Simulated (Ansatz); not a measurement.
Program: Ansatz. Geometries: PBE0-D4/def2-TZVP. ΔE: electronic, gas phase. CBS: MP2 limit from def2 TZ/QZ plus the TZ coupled-cluster correction, frozen cores. Functionals use def2-TZVPP. B3LYP here is the variant with VWN-RPA as its local correlation; programs differ in this. For Ge outer-core shells are correlated without core-valence functions, which leaves a few kJ/mol of doubt a bond. Scalar relativity is left out up to krypton. Each species was taken in one conformer, which may not be the lowest.

Consider the redistribution: `[BH2][GeH2][CH2][SiH3]` + `C#CO[SiH3]` → `[BH2][GeH2][SiH3]` + `C#COC[SiH3]`.

`[BH2][GeH2][CH2][SiH3]`:

Cartesian coordinates in Å:
```
B 0.767 -1.414 -1.657
Ge -0.909 -0.568 -0.814
C -0.616 0.024 1.039
Si 0.617 1.420 1.147
H 1.637 -1.866 -0.973
H 0.879 -1.505 -2.843
H -1.444 0.623 -1.636
H -2.019 -1.648 -0.827
H -0.252 -0.834 1.612
H -1.570 0.331 1.475
H 0.082 2.633 0.471
H 0.950 1.774 2.554
H 1.879 1.032 0.454
```

`C#CO[SiH3]`:

Cartesian coordinates in Å:
```
C 1.012 0.799 -1.885
C 0.895 0.424 -0.752
O 0.790 0.024 0.471
Si -0.672 -0.491 1.123
H 1.125 1.133 -2.887
H -0.340 -0.848 2.517
H -1.160 -1.661 0.356
H -1.651 0.619 1.056
```

`[BH2][GeH2][SiH3]`:

Cartesian coordinates in Å:
```
B 0.958 -1.093 -1.344
Ge 0.818 0.550 -0.142
Si -1.263 0.335 1.022
H 0.491 -1.084 -2.444
H 1.435 -2.107 -0.931
H 0.768 1.887 -0.903
H 1.920 0.641 0.929
H -1.447 1.483 1.950
H -2.394 0.314 0.056
H -1.287 -0.926 1.808
```

`C#COC[SiH3]`:

Cartesian coordinates in Å:
```
C 1.299 2.211 0.473
C 1.348 1.026 0.293
O 1.428 -0.249 0.112
C 0.347 -0.832 -0.654
Si -1.332 -0.793 0.237
H 1.264 3.259 0.645
H 0.293 -0.337 -1.628
H 0.653 -1.866 -0.821
H -1.835 0.593 0.385
H -1.197 -1.434 1.568
H -2.269 -1.578 -0.610
```

| level | ΔE (kJ/mol) | difference from CCSD(T)/CBS |
| --- | --- | --- |
| PBE-D4 | 127.4 | -32.1 |
| r2SCAN-D4 | 144.8 | -14.7 |
| PBE0-D4 | 139.3 | -20.2 |
| B3LYP-D4 | 146.4 | -13.1 |
| ωB97X-V | 150.5 | -9.0 |
| ωB97M-V | 154.8 | -4.7 |
| B2PLYP | 155.3 | -4.2 |
| PBE | 126.4 | -33.1 |
| r2SCAN | 144.5 | -15.0 |
| PBE0 | 138.5 | -21.0 |
| B3LYP | 144.7 | -14.8 |
| HF/def2-TZVPP | 169.9 | 10.4 |
| MP2/def2-TZVPP | 171.5 | 12.0 |
| SCS-MP2/def2-TZVPP | 169.7 | 10.2 |
| CCSD/def2-TZVPP | 161.3 | 1.8 |
| CCSD(T)/def2-TZVPP | 158.3 | -1.2 |
| HF/def2-QZVPP | 171.4 | 11.9 |
| MP2/def2-QZVPP | 172.7 | 13.2 |
| SCS-MP2/def2-QZVPP | 171.2 | 11.7 |
| HF/CBS(def2) | 171.7 | 12.2 |
| MP2/CBS(def2) | 172.7 | 13.2 |
| CCSD/CBS(def2) | 162.5 | 3.0 |
| CCSD(T)/CBS | 159.5 | 0 |

Largest T1 diagnostic among the species: 0.013.

From PBE to PBE0 (25 % exact exchange), in def2-TZVPP and without D4, ΔE moves by +12.1 kJ/mol.
